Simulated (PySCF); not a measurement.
Core binding energy against partial charge

Compound: C₄H₁₃BO₂Si.
Geometry (PBE0-D3(BJ)/def2-SVP, Å), atoms numbered from 1 in this order:
```
atom  x, y, z in Å
B1    -0.343    0.995   -1.891
O2    -0.391    0.051   -0.582
C3    -1.587   -0.696   -0.294
C4    -1.461   -1.023    1.181
C5    -0.740    0.212    1.711
C6     0.285    0.485    0.628
O7     1.413   -0.267    0.814
Si8    2.762   -0.284   -0.208
H9    -0.765    0.281   -2.785
H10   -1.061    1.953   -1.623
H11    0.843    1.277   -1.994
H12   -1.609   -1.564   -0.966
H13   -2.448   -0.045   -0.514
H14   -2.438   -1.197    1.653
H15   -0.837   -1.917    1.328
H16   -1.431    1.066    1.780
H17   -0.250    0.069    2.683
H18    0.515    1.551    0.467
H19    3.797   -1.007    0.580
H20    2.475   -1.019   -1.469
H21    3.198    1.114   -0.485
```

Binding energies: PySCF, delta-SCF UKS SCAN, pcX-2 on the ionised atom, pcseg-1 elsewhere, spin-free X2C. Charges: PBE0/pcSseg-1 ground-state density, for the ionised atom.

| atom | environment | C 1s (eV) | Mulliken (e) | IAO (e) | Hirshfeld (e) | ESP (e) |
| --- | --- | --- | --- | --- | --- | --- |
| C5 | ring CH2 carbon | 291.40 | -0.227 | -0.273 | -0.072 | -0.247 |
| C4 | ring CH2 carbon | 291.49 | -0.283 | -0.268 | -0.068 | -0.040 |
| C3 | sp3 carbon bound to oxygen | 292.82 | +0.121 | -0.057 | +0.033 | -0.081 |
| C6 | sp3 carbon bearing two oxygens | 294.23 | +0.420 | +0.272 | +0.136 | +0.327 |

Give the correlation coefficient and slope of binding energy on charge for each scheme.

Hirshfeld: r = 1.00, slope 13.5 eV per e; IAO: r = 0.99, slope 5.2 eV per e; Mulliken: r = 0.99, slope 4.0 eV per e; ESP: r = 0.88, slope 4.8 eV per e. On 4 points no scheme stands out.

The point-charge model writes a binding energy as kq + V + constant, with V the potential of the other atoms' charges at the site. What does it give with the Hirshfeld charges?

V = Σ 14.40 eV Å × q/r over all other atoms: +1.97 eV at C5, +1.86 eV at C4, +0.65 eV at C3, -1.30 eV at C6. Fitting binding energy − V to q gives k = 28.9 eV per e and leaves an rms residual of 0.15 eV, against 0.01 eV for the fit on q alone. The model has no term for differences in relaxation between sites.

The structure is a single PBE0-D3(BJ)/def2-SVP conformer in the gas phase; no vibrational or solvent corrections.
